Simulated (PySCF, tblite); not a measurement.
Isomers of C6H4FOP, one GFN2-xTB conformer each. Single-point energies are computed at PBE0/pcSseg-1 (PySCF, gas phase, no added dispersion term), electronic only.

Question: Rank them by PBE0/pcSseg-1 energy, lowest first (kJ/mol).
A. `[O:1]=[CH:2][c:3]1[cH:4][cH:5][cH:6][p:7][c:8]1[F:9]` with O1–C2–C3–C4 0°
B. `[O:1]=[CH:2][c:3]1[cH:4][p:5][cH:6][cH:7][c:8]1[F:9]` with O1–C2–C3–C4 0°

Answer: B (0.0), A (10.6).

GFN2-xTB itself gives, in the same order: 0.0, 6.3. Both levels put the same isomer lowest.

Question: Which frontier levels, dipoles and rotational constants go with these structures?

Answer: 
| SMILES | HOMO (eV, PBE0/pcSseg-1) | LUMO (eV) | dipole (D) | A, B, C (MHz) |
| --- | --- | --- | --- | --- |
| O=Cc1cpccc1F | -7.61 | -2.50 | 3.12 | 2036, 1267, 781.1 |
| O=Cc1cccpc1F | -7.68 | -2.56 | 2.56 | 2314, 1226, 801.5 |

Question: What happens when harmonic zero-point energies from GFN2-xTB frequencies are added?

Answer: 
```json
{"SMILES": "O=Cc1cpccc1F", "ZPE (kJ/mol)": "215.5", "electronic (kJ/mol)": "0.0", "with ZPE (kJ/mol)": "0.0"}
{"SMILES": "O=Cc1cccpc1F", "ZPE (kJ/mol)": "216.0", "electronic (kJ/mol)": "10.6", "with ZPE (kJ/mol)": "11.1"}
```

The zero-point energies span 0.5 kJ/mol. The order is unchanged.
